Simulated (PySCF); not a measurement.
Bi²⁺: excitation energy

Bi²⁺ [Xe] 4f14 5d10 6s2 6p1 (2P) → Bi²⁺ [Xe] 4f14 5d10 6s2 6d1 (2D), as a difference of total energies. Calculation: PySCF 2.14, in x2c-TZVPPall with one added diffuse shell each of s, p, d, f type (12s8p7d4f, 99 functions); scalar relativity by spin-free X2C-1e. Correlated levels: valence and next inner shell: [Kr] 4d10 4f14 frozen. The calculations carry no spin-orbit coupling.

| method | excitation energy (cm⁻¹) |
| --- | --- |
| UHF | 89390 |
| MP2 (valence and next inner shell) | 87388 |
| SCS-MP2 (valence and next inner shell) | 87152 |
| CCSD (valence and next inner shell) | 86031 |
| CCSD(T) (valence and next inner shell) | 84178 |

A first-order spin-orbit estimate (lowest level to lowest level, LS coupling) adds 1.376 eV.

The promoted electron is Rydberg-like, and one or two diffuse shells describe it only roughly, which tends to raise the upper state.

The coupled-cluster amplitudes are large for the upper state (T1 above 0.03 or a double amplitude above 0.15), so a single reference is strained.
